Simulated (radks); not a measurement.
Results of a calculation; reference values are marked as such.
Species: Pm LII. Configuration: [Ne] (the NIST ground configuration). Code: a radial shooting solver on a logarithmic mesh with Libxc functionals. Model: scalar-relativistic Kohn-Sham, LDA (Slater exchange, VWN5 correlation), spin-polarised, spherical densities, finite nucleus; Fermi nuclear charge, rms radius 4.962 fm. Some entries of the table are withheld. Estimate them.

orbital,occ.,eigenvalue (eV),r(max) (bohr)
1s,2,-48811.48,(1)
2s,2,(2),0.08308
2p,6,-10170.39,0.06680

Answer. 
(1) 1s r(max) (bohr): 0.01480
(2) 2s eigenvalue (eV): -10905.67
